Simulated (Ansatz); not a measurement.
GaHCl (SMILES [Cl][GaH]): methods side by side

GaHCl: 3 atoms, total charge 0, spin state doublet. As SMILES, `[Cl][GaH]`. Geometry: relaxed at PBE0-D4/def2-TZVP.

```xyz
3

Cl    1.5307   -0.1913    0.8057
Ga   -0.3311   -0.5835   -0.2328
H    -1.2105    0.7100   -0.5863
```

Quantity: the energy change with the Ga2–H3 bond stretched from 1.604 to 2.405 Å, in eV. The values are calculated.

```json
{"level": "U-revPBE/STO-3G", "kind": "GGA", "program": "Ansatz", "value (eV)": "2.35", "CPU time (all runs)": "22 s"}
{"level": "UBLYP/STO-3G", "kind": "GGA", "program": "Ansatz", "value (eV)": "2.36", "CPU time (all runs)": "22 s"}
{"level": "UBHLYP/STO-3G", "kind": "global hybrid", "program": "Ansatz", "value (eV)": "2.61", "CPU time (all runs)": "25 s"}
{"level": "UPBE0/STO-3G", "kind": "global hybrid", "program": "Ansatz", "value (eV)": "2.60", "CPU time (all runs)": "12 s"}
{"level": "UHSE06/STO-3G", "kind": "range-separated hybrid", "program": "Ansatz", "value (eV)": "2.59", "CPU time (all runs)": "18 s"}
{"level": "UB2PLYP/STO-3G", "kind": "double hybrid", "program": "Ansatz", "value (eV)": "2.51", "CPU time (all runs)": "47 s"}
{"level": "UCCSD(T)/STO-3G", "kind": "coupled cluster or CI", "program": "Ansatz", "value (eV)": "1.82", "CPU time (all runs)": "8.8 s"}
{"level": "UCCSD/STO-3G", "kind": "coupled cluster or CI", "program": "Ansatz", "value (eV)": "1.84", "CPU time (all runs)": "8.6 s"}
```

All-electron rows without a relativistic Hamiltonian named are non-relativistic. The first shape isn't each level's own minimum. The values span 1.82 to 2.61 eV. Spin contamination of the reference (⟨S²⟩ at least 0.1 too high) touches UBHLYP/STO-3G, UPBE0/STO-3G, UHSE06/STO-3G, UB2PLYP/STO-3G, UCCSD(T)/STO-3G, UCCSD/STO-3G. The coupled-cluster rows rest on a doubtful reference here (large T1 or Brueckner and Hartree–Fock orbitals at odds), and rows may lie in different states. All rows use very small basis sets, so none should be taken for the real molecule's value. In the correlated wave-function rows the outer d shell of Ga is correlated, in sets not made for it. In so small a basis fixed costs decide the times, and correlated methods can beat functionals. CPU times are rough (shared hosts, several kinds of processor and program).
